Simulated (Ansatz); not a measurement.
**A cut through the energy surface**

H2TeSe (SMILES [SeH][TeH]), singlet, at its PBE0-D4/def2-TZVP minimum:

```tsv
atom	x (Å)	y (Å)	z (Å)
Se1	0.4479	-1.2424	0.3747
Te2	0.5885	1.2350	0.0035
H3	-0.8404	-1.2198	1.0852
H4	-0.1960	1.2272	-1.4633
```

The bond length Se1–H3 (1.471 Å at the minimum) is set to the values below, the two halves moving rigidly along the bond. Each method's energies count from its own value at the PBE0-D4 minimum structure. Program: Ansatz 0.2.0. Basis: def2-TZVPP. Cores are frozen in the correlated methods. Filled d shells of the heavier atoms are correlated. Core potentials replace the inner electrons of the atoms past krypton. The def2 sets are not built for correlating such inner shells, so the correlated values are less sure here.

CCSD(T) energies along the scan:
| bond length (Å) | CCSD(T) (eV) |
| --- | --- |
| 1.207 | 1.136 |
| 1.269 | 0.583 |
| 1.359 | 0.145 |
| 1.466 | 0.000 |
| 1.583 | 0.122 |
| 1.710 | 0.434 |
| 1.844 | 0.853 |
| 1.986 | 1.313 |
| 2.133 | 1.757 |
They count from the CCSD(T) energy at the PBE0-D4 minimum.

Minimum and curvature along this coordinate at CCSD(T): A fifth-order fit through the nearest points gives 1.465 Å, with a curvature of about 21 eV/Å².

**Question.** Treat the two halves as rigid bodies and work out the harmonic wavenumber of this stretch from that curvature (ν̃ = 521.5 √(k/μ) cm⁻¹ with k in eV/Å² and μ in u).

**Answer.** The halves weigh 207.57 and 1.01 u, so μ = 207.57 × 1.01/208.58 = 1.005 u and ν̃ = 521.5 √(21/1.005) ≈ 2400 cm⁻¹. A true normal mode mixes in other motions, so this is a guide only.

Largest difference from the CCSD(T) curve over the scan: PBE-D4 0.186; PBE0-D4 0.073; MP2 0.251 eV. Each curve counts from its own value at the minimum.

No T1 diagnostic of these runs exceeds 0.013. The restricted Hartree–Fock reference is unstable towards an unrestricted one here.

For scale, one of the runs: CCSD(T)/def2-TZVPP, 126 basis functions (an equivalent command: `ansatz run in.yaml --threads 2`). Time: 25 s of wall clock on 2 CPU threads; the host was shared. Peak host memory: 0.7 GiB.
